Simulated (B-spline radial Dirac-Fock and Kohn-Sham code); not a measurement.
## Satellites and hypersatellites of the K lines of Pm¹²⁺

System: the Pm¹²⁺ ion in the configuration [Kr] 4d10 4f1 5s2.

Calculated with a radial finite-basis atomic code, using relaxed Dirac-Fock hole states (ΔSCF) with Breit and QED corrections and a finite nucleus. Each two-hole energy is an average over J within one jj subconfiguration, not an observable level; in light atoms, where LS coupling holds, the j-resolved values are not observed lines, and for a K spectator the Kα1 hypersatellite is nearly forbidden. Electron correlation is not included.

Lines without a spectator: Kα2 (K-L2) 38168.9 eV, Kα1 (K-L3) 38722.3 eV, Kβ3 (K-M2) 43706.7 eV, Kβ1 (K-M3) 43820.1 eV. Shifts in eV with one spectator hole (a dash: not computed, or left out as unreliable):

```csv
spectator hole,Kα2,Kα1,Kβ3,Kβ1
K (1s),+745.5,+782.2,+958.5,+966.8
L2 (2p1/2),+88.0,+114.1,–,+231.5
L3 (2p3/2),+77.3,+80.4,+191.9,–
M2 (3p1/2),–,+15.65,+33.5,+40.0
M3 (3p3/2),+10.15,–,+31.7,+31.5
M4 (3d3/2),+2.81,-0.46,–,–
M5 (3d5/2),-1.44,+1.38,–,–
```
